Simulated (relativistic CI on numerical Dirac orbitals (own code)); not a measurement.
## Crystal-field levels of Re3+, 5d4

Calculated by Dirac-Coulomb-Breit CI, KLI orbitals optimised for each configuration, QED by a radiative potential, valence Slater integrals scaled by 0.9, one configuration in a parametric crystal field (own radial code). With so little scaling, terms lie 10 to 35 % too far apart, which can change the order of excited levels.

Field parameters in Wybourne normalisation: D3d B²₀ = −7Dσ, B⁴₀ = −14Dq − 21Dτ, B⁴₃ = −14√(10/7) Dq. The field is a parameter set, without covalency.

S and J are read from ⟨S²⟩ = S(S + 1) and ⟨J²⟩ = J(J + 1) of each level; they are not fictitious spins.

D3d, 10Dq = 43000, Dσ = -1200, Dτ = -250 cm⁻¹, the lowest 10 levels:

| E (cm⁻¹) | Degeneracy | Irrep | S | J |
| --- | --- | --- | --- | --- |
| 0.0 | 1 | A1 | 0.98 | 4.09 |
| 1799 | 1 | A2 | 1.02 | 4.10 |
| 2839 | 2 | E | 1.01 | 3.99 |
| 4641 | 2 | E | 0.99 | 3.81 |
| 7406 | 1 | A1 | 0.78 | 4.08 |
| 8017 | 2 | E | 0.94 | 3.90 |
| 11439 | 1 | A1 | 0.50 | 4.20 |
| 13865 | 2 | E | 0.26 | 4.41 |
| 17866 | 2 | E | 0.11 | 4.51 |
| 28078 | 1 | A1 | 0.30 | 3.78 |

D3d, 10Dq = 43000, Dσ = 1200, Dτ = -250 cm⁻¹, the lowest 10 levels:

```json
{"E (cm⁻¹)": "0.0", "Degeneracy": "1", "Irrep": "A1", "S": "1.00", "J": "4.10"}
{"E (cm⁻¹)": "2254", "Degeneracy": "2", "Irrep": "E", "S": "1.02", "J": "4.08"}
{"E (cm⁻¹)": "3313", "Degeneracy": "1", "Irrep": "A2", "S": "1.03", "J": "4.05"}
{"E (cm⁻¹)": "5065", "Degeneracy": "1", "Irrep": "A1", "S": "0.96", "J": "3.87"}
{"E (cm⁻¹)": "5204", "Degeneracy": "2", "Irrep": "E", "S": "0.95", "J": "3.91"}
{"E (cm⁻¹)": "5296", "Degeneracy": "2", "Irrep": "E", "S": "0.98", "J": "3.75"}
{"E (cm⁻¹)": "13615", "Degeneracy": "2", "Irrep": "E", "S": "0.21", "J": "4.34"}
{"E (cm⁻¹)": "14321", "Degeneracy": "1", "Irrep": "A1", "S": "0.16", "J": "4.51"}
{"E (cm⁻¹)": "14692", "Degeneracy": "2", "Irrep": "E", "S": "0.14", "J": "4.51"}
{"E (cm⁻¹)": "26278", "Degeneracy": "1", "Irrep": "A1", "S": "0.20", "J": "3.78"}
```

D3d, 10Dq = 43000, Dσ = 980, Dτ = -250 cm⁻¹, the lowest 16 levels:

```csv
E (cm⁻¹),Degeneracy,Irrep,S,J
0.0,1,A1,1.00,4.10
2407,2,E,1.02,4.09
3058,1,A2,1.02,4.05
5072,2,E,0.95,3.90
5084,1,A1,0.96,3.88
5192,2,E,0.98,3.75
13767,2,E,0.20,4.37
14009,1,A1,0.17,4.50
14578,2,E,0.14,4.50
26206,1,A1,0.20,3.78
28183,1,A2,1.98,2.89
28195,1,A1,1.97,2.87
28370,2,E,1.97,2.90
28484,2,E,1.97,2.94
28527,1,A2,1.97,2.96
28610,2,E,1.97,2.95
```

Levels of this model without a field, named by their leading LS term: ⁵D0 0, ⁵D1 2135, ⁵D2 4513, ⁵D3 6758, ⁵D4 8762, ³P0 15720, ³H4 16943, ³H5 20496 cm⁻¹.
